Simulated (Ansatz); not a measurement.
`FB[SiH2]Cl` and `CB[SiH2]Cl` differ in one atom or group.

Ansatz, PBE0-D4/def2-TZVP geometries, multiplicity 1. Each molecule was computed in one conformer, which needn't be the lowest.

```json
{"property": "ideal-gas entropy at 298 K and 1 bar (rigid rotor, harmonic PBE0-D4/def2-TZVP) / J/(mol·K)", "`FB[SiH2]Cl`": "326"}
{"property": "HOMO energy (PBE/def2-TZVPP) / eV", "`FB[SiH2]Cl`": "-6.86"}
{"property": "zero-point energy (PBE0-D4/def2-TZVP) / kJ/mol", "`FB[SiH2]Cl`": "88.3"}
{"property": "HOMO–LUMO gap (B3LYP/def2-TZVPP) / eV", "`FB[SiH2]Cl`": "5.77"}
{"property": "HOMO–LUMO gap (ωB97M-V/def2-TZVPP) / eV", "`FB[SiH2]Cl`": "10.35"}
{"property": "LUMO energy (PBE/def2-TZVPP) / eV", "`FB[SiH2]Cl`": "-2.98"}
```

What does the change do to each property? (Estimate.)

The calculation gave: 
```tsv
property	`CB[SiH2]Cl`	shift
ideal-gas entropy at 298 K and 1 bar (rigid rotor, harmonic PBE0-D4/def2-TZVP) / J/(mol·K)	349	23
HOMO energy (PBE/def2-TZVPP) / eV	-6.66	0.20
zero-point energy (PBE0-D4/def2-TZVP) / kJ/mol	175.1	86.8
HOMO–LUMO gap (B3LYP/def2-TZVPP) / eV	5.39	-0.38
HOMO–LUMO gap (ωB97M-V/def2-TZVPP) / eV	9.89	-0.46
LUMO energy (PBE/def2-TZVPP) / eV	-3.10	-0.12
```

With PBE0 the HOMO rises by 0.28 eV and the LUMO falls by 0.13 eV, so the gap narrows by about 0.41 eV. PBE moves the HOMO by 0.20 eV and ωB97M-V by 0.28 eV. The zero-point energy changes by 86.8 kJ/mol with +9 modes. Modes under 60 cm⁻¹, often nearly free rotors, make the harmonic entropy too high.

B3LYP here is the variant with VWN-RPA as its local correlation; programs differ in this.
